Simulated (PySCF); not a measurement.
This PySCF input asks for the NMR shieldings of `CSC1=CC[Si@H]1C#N`, C5H7NSSi; the geometry comes from GFN2-xTB.

```python
import basis_set_exchange as bse
import numpy as np
from pyscf import gto, dft
from pyscf.prop import nmr

atoms = """
C    -1.832657    0.328908    1.784012
S    -1.396128   -1.326677    1.172163
C    -0.058834   -0.892206    0.135462
C     0.666127   -1.667487   -0.687017
C     1.676644   -0.735534   -1.313063
Si    0.920684    0.686226   -0.261719
C    -0.066562    1.959145   -1.203008
N    -0.692736    2.737197   -1.763820
H    -2.708746    0.211141    2.413366
H    -2.060889    0.977489    0.943040
H    -1.007582    0.731656    2.364619
H     0.578871   -2.721934   -0.884517
H     1.581822   -0.660000   -2.396242
H     2.707932   -1.006379   -1.089948
H     1.687642    1.386445    0.764760
"""
names = dict.fromkeys(["C", "S", "Si", "N", "H"], "pcSseg-1")
basis = {el: gto.basis.parse(bse.get_basis(n, elements=[el], fmt="nwchem")) for el, n in names.items()}
mol = gto.M(atom=atoms, basis=basis, charge=0, verbose=0)
mf = dft.RKS(mol, xc="PBE0")
mf.grids.level = 2
mf.grids.alignment = dft.numint.BLKSIZE   # the property module wants whole blocks of grid points
mf.conv_tol = 1e-9
mf.kernel()

calc = nmr.RKS(mf)   # GIAO
C = mf.mo_coeff
Co = C[:, mf.mo_occ > 0]
resp = mf.gen_response(singlet=True, hermi=2)
def vind(x):   # induced exchange potential for any number of trial vectors
    d = np.einsum("pi,xij,qj->xpq", C, 2 * x.reshape(-1, C.shape[1], Co.shape[1]), Co, optimize=True)
    return np.einsum("xpq,pi,qj->xij", resp(d - d.transpose(0, 2, 1)), C, Co, optimize=True).ravel()
mo1, _ = nmr.rhf.solve_mo1(calc, with_cphf=vind)
sigma = calc.kernel(mo1)
for i, s in enumerate(sigma):   # ppm
    w = np.linalg.eigvalsh((s + s.T) / 2)
    print("%2d %-2s iso %8.1f  s11 %8.1f  s22 %8.1f  s33 %8.1f" % (i, mol.atom_pure_symbol(i), w.mean(), *w))
```

Q: Give the expected output.

A: 
```
 0 C  iso    164.0  s11    141.4  s22    164.5  s33    186.0
 1 S  iso    473.8  s11    283.5  s22    432.6  s33    705.2
 2 C  iso     31.7  s11    -59.8  s22     43.8  s33    111.3
 3 C  iso     39.0  s11    -70.0  s22     47.8  s33    139.3
 4 C  iso    164.3  s11    151.4  s22    163.4  s33    178.0
 5 Si iso    398.9  s11    354.5  s22    397.0  s33    445.3
 6 C  iso     62.6  s11    -51.3  s22    -49.6  s33    288.7
 7 N  iso   -101.3  s11   -302.0  s22   -285.5  s33    283.5
 8 H  iso     29.7  s11     24.9  s22     26.5  s33     37.8
 9 H  iso     29.1  s11     24.4  s22     27.8  s33     35.0
10 H  iso     29.4  s11     25.5  s22     27.4  s33     35.4
11 H  iso     25.0  s11     23.2  s22     24.0  s33     27.8
12 H  iso     29.5  s11     26.0  s22     27.2  s33     35.3
13 H  iso     29.6  s11     26.2  s22     26.8  s33     35.8
14 H  iso     26.4  s11     24.0  s22     24.3  s33     31.0
```

These numbers come from an equivalent density-fitted implementation of the same equations, which agrees with the script to about 0.01 ppm for H and up to a few tenths of a ppm for heavy atoms, so last digits may differ.

Q: Turn these shieldings into chemical shifts. Chemical shifts δ = σref − σ; ¹³C (σ = 186.93 ppm) and ²⁹Si (σ = 349.16 ppm) and ¹H (σ = 31.72 ppm) vs TMS; ³³S (σ = 503.73 ppm) against CS2; ¹⁵N (σ = 267.73 ppm) against NH3, all at this level.

A: Averaging equivalent atoms: C 2: 155.2; C 3: 147.9; C 6: 124.3; C 0: 23.0; C 4: 22.6; S 1: 30; Si 5: -49.8; N 7: 369.1; H 11: 6.73; H 14: 5.30; H 8/9/10: 2.31; H 12: 2.21; H 13: 2.11 ppm. Experimental scales use liquid or dissolved standards, which lie at an offset from isolated NH3 (liquid NH3: subtract about 20 ppm). Unscaled 15N shifts of sp2 nitrogen come out 20 to 40 ppm too high even then.

Size and cost of the density-fitted run: 185 basis functions, 22 s wall time on 1 thread of an Intel Xeon 6975P-C, shared host; peak memory 0.83 GiB.
